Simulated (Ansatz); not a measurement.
ClLi, charge -1, doublet, geometry from GFN2-xTB (such geometries of metal compounds can be far from the true shape) (a state made from the parent by changing its charge; the spin is typed, not shown lowest) (a gas-phase anion, which may not be bound at this level); HF/6-31G* (Ansatz, a quantum-chemistry and plane-wave program).

Here is a job for Ansatz.
Ansatz 0.2 input:
```yaml
crystal:
  periodic: [false, false, false]
  atoms:
    - {symbol: Li, position_ang: [-0.00000000, -0.00000000, -2.03637724]}
    - {symbol: Cl, position_ang: [0.00000000, 0.00000000, 0.35936069]}
basis:
  gaussian:
    orbitals: 6-31G*
hamiltonian:
  xc: hf
total_charge: -1
magnetization: {spin_polarized: false, initial_magnetization: 1}
```

What the program printed (banner, timings and long lists left out):

```
Functional definition: HF
305 factors; integrals over basis functions are off by at most 5.0e-4 eV
mean field evaluation 1: about -12707.7328 eV, gradient 1.0e1 eV
mean field evaluation 2: about -12707.7537 eV, gradient 1.0e1 eV
mean field evaluation 4: about -12708.2293 eV, gradient 4.6e-1 eV
mean field evaluation 8: about -12708.2335 eV, gradient 1.6e-4 eV
mean field -12708.23350749 eV, -467.0189674502 hartree, gradient 1.0e-5 eV, S^2 0.750000; 0 other end points of the search recorded, 0 dependent functions left out
reference -12708.23350749 eV, -467.0189674502 hartree; 11, 10 occupied and 23, 24 virtual orbitals, 305 factors
Total energy: -12708.23350749 eV, -467.0189674502 hartree
```
